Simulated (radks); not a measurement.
Q: All-electron atom: S II in [Ne] 3s2 3p3 (the NIST ground configuration). Method: non-relativistic Kohn-Sham, LDA (Slater exchange, Perdew-Wang correlation), spin-unpolarised, spherical densities, point nucleus; computed with a radial shooting solver on a logarithmic mesh with Libxc functionals. Some entries of the table are withheld. Estimate them.

| orbital | occ. | eigenvalue (Ry) | <r> (bohr) |
|---|---|---|---|
| 1s | 2 | -176.4599 | 0.09757 |
| 2s | 2 | (1) | 0.4829 |
| 2p | 6 | -12.36565 | (2) |
| 3s | 2 | (3) | (4) |
| 3p | 3 | -1.24153 | (5) |

A: 
(1) 2s eigenvalue (Ry): -16.26085
(2) 2p <r> (bohr): 0.4438
(3) 3s eigenvalue (Ry): -2.02161
(4) 3s <r> (bohr): 1.641
(5) 3p <r> (bohr): 1.894
